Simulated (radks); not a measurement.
Initial-state core-level shifts of the dysprosium ion Dy2+ when its valence configuration changes from [Xe] 4f10. All-electron calculation, scalar-relativistic Kohn-Sham, r2SCAN, spin-polarised, spherical densities, finite nucleus; open shells are filled with parallel spins first (spin-orbit coupling, left out, can overturn this in heavy ions); meta-GGA in the generalised Kohn-Sham scheme; Fermi nuclear charge, rms radius 5.2218 fm. Program: a radial shooting solver on a logarithmic mesh with Libxc functionals. Shifts are changes of the shell-averaged eigenvalues in eV (positive: less bound); the change of the density at the nucleus, which sets a Mossbauer isomer shift, is in e/bohr^3, on a base of 7.773e+05.

valence               4s       4d       5s       5p  density at nucleus
4f9 6s1          -10.239   -9.838   -6.536   -5.596              +85.52
4f9.5 6s0.5       -4.927   -4.746   -3.223   -2.769              +39.40
4f9.5 6p0.5       -5.568   -5.388   -3.883   -3.407              +16.30
4f9 6s0.5 6p0.5  -10.884  -10.484   -7.192   -6.226              +59.02
4f9 6p1          -11.513  -11.114   -7.830   -6.841              +35.18
4f9 5d1           -7.465   -7.030   -3.739   -3.033              +28.86
4f8 6s2          -22.215  -21.265  -13.725  -11.733             +192.73
4f8.5 6s1.5      -16.101  -15.443  -10.127   -8.670             +135.70
4f7 6s2 6p1      -36.344  -34.702  -22.060  -18.920             +261.31
